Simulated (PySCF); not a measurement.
# H₃NbO at several levels of theory

All levels use the PBE0 minimum (singlet; Nb–H 1.771 Å (×3), Nb–O 1.669 Å; H–Nb–H 115.4° (×3), H–Nb–O 102.6° (×3)), basis [Nb def2-TZVP with ECP28, O def2-TZVP, H def2-TZVP], scalar-relativistic core potentials, density fitting, no spin–orbit coupling, PySCF. For vertical energies the ionised species is a doublet (spins chosen at PBE0 and kept) and the electron-attached one a doublet. Atomisation goes to high-spin ground-configuration atoms, without zero-point energy. Open shells are unrestricted, also as the reference of the correlated levels. A dash marks a value that was not computed or is not defined at that level.

| level | atomisation (kJ/mol) | vertical IP (eV) | vertical EA (eV) | −ε(HOMO) (eV) | gap (eV) | dipole (D) |
| --- | --- | --- | --- | --- | --- | --- |
| PBE0 | 1550 | 11.45 | 1.02 | 9.16 | 6.35 | 2.48 |
| HF | 891 | 10.98 | 0.83 | 12.67 | 13.09 | 3.18 |
| MP2 | 1628 | 11.29 | 0.59 | – | – | – |
| PBE | ? | ? | ? | ? | ? | ? |
| CCSD(T) | ? | – | – | – | – | – |

(1) Fill in the row of CCSD(T).

(2) Fill in the row of PBE.

Results:

(1) atomisation (kJ/mol) 1587.

(2) atomisation (kJ/mol) 1665, vertical IP (eV) 11.08, vertical EA (eV) 0.86, −ε(HOMO) (eV) 7.76, gap (eV) 4.07, dipole (D) 2.17.

For H₃NbO itself CCSD(T) correlates 22 electrons; T1 = 0.026, D1 = 0.067, (T) = -91 kJ/mol.

Without diffuse functions attachment energies tend to come out too low.
